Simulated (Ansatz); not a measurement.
Stepwise reaction of `[O]=[Mo]([Cl])([Cl])([Cl])[Cl]` with hydrogen fluoride, as a gas-phase model of exchange steps in deposition or etching. ΔE in kJ/mol; ΔG adds harmonic PBE0-D4 terms to CCSD(T)/CBS, at 1 bar.

Computed with Ansatz on PBE0-D4/def2-TZVP structures; ΔE is electronic, products minus reactants. CCSD(T)/CBS adds triple-zeta CCSD(T) − MP2 to the extrapolated MP2 energy (def2 sets, frozen cores). This one scheme is used for every species. Functionals use def2-TZVPP. B3LYP here is the variant with VWN-RPA as its local correlation; programs differ in this. Elements past krypton have def2 core potentials. For Mo outer-core shells are correlated without core-valence functions, which leaves a few kJ/mol of doubt a bond.

| step | reaction | PBE-D4 | B3LYP-D4 | ωB97M-V | CCSD(T)/CBS | ΔG(500 K) |
| --- | --- | --- | --- | --- | --- | --- |
| 1 | `[O]=[Mo]([Cl])([Cl])([Cl])[Cl]` + H–F → `[O]=[Mo]([F])([Cl])([Cl])[Cl]` + HCl | -9.2 | -10.3 | -15.7 | 3.3 | -8.0 |
| 2 | `[O]=[Mo]([F])([Cl])([Cl])[Cl]` + H–F → `[O]=[Mo]([F])([F])([Cl])[Cl]` + HCl | -10.5 | -11.5 | -17.3 | 0.1 | -5.4 |
| 3 | `[O]=[Mo]([F])([F])([Cl])[Cl]` + H–F → `[O]=[Mo]([F])([F])([F])[Cl]` + HCl | -13.8 | -15.9 | -21.3 | -4.4 | -9.9 |
| 4 | `[O]=[Mo]([F])([F])([F])[Cl]` + H–F → `[O]=[Mo]([F])([F])([F])[F]` + HCl | 63.1 | 63.9 | 62.7 | 71.0 | 61.7 |

(1) By hand: ΔE of the 4 steps together at CCSD(T)/CBS.

Results:

(1) (3.3) + (0.1) + (-4.4) + (71.0) = 70.0 kJ/mol, or 17.5 kJ/mol a step.

In ΔE step 3 is the lowest and step 4 the highest. ΔG lies between -9.9 and 61.7 kJ/mol a step. PBE-D4 differs from CCSD(T)/CBS by -12.5 to -7.9 kJ/mol a step. Only this route is followed, and other bonds may react first. Isolated molecules leave out the surface, adducts and barriers. Largest T1 diagnostic: 0.024.
